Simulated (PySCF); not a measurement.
Working out the electron affinity of Pd

Pd⁻ [Kr] 4d10 5s1 (2S) → Pd [Kr] 4d10 (1S). Computed with PySCF 2.14 in def2-QZVPPD with the def2 core potential (28 electrons), with scalar relativity through the core potential. Frozen: 4s2 4p6. Energies in hartree (1 hartree = 27.21139 eV):

```
            part  Pd⁻ (lower)   Pd (upper)
             UHF  -127.009977  -127.032375
CCSD correlation    -0.382336    -0.354194
             (T)    -0.024684    -0.019460
```

**Question.** What does Hartree-Fock give?

**Answer.** (-127.032375) − (-127.009977) = -0.022398 hartree = -0.609 eV.

**Question.** What do CCSD and CCSD(T) give?

**Answer.** The CCSD correlation energies differ by 0.028142 hartree = 0.766 eV and the triples by 0.005224 hartree = 0.142 eV, so CCSD gives 0.157 eV and CCSD(T) 0.299 eV.

Reference: 0.562 eV (measured; photodetachment measurements, as compiled on the Wikipedia data page of electron affinities).

The coupled-cluster amplitudes are large, so a single reference is strained.

What remains against the reference includes basis incompleteness, the frozen core and higher excitations.
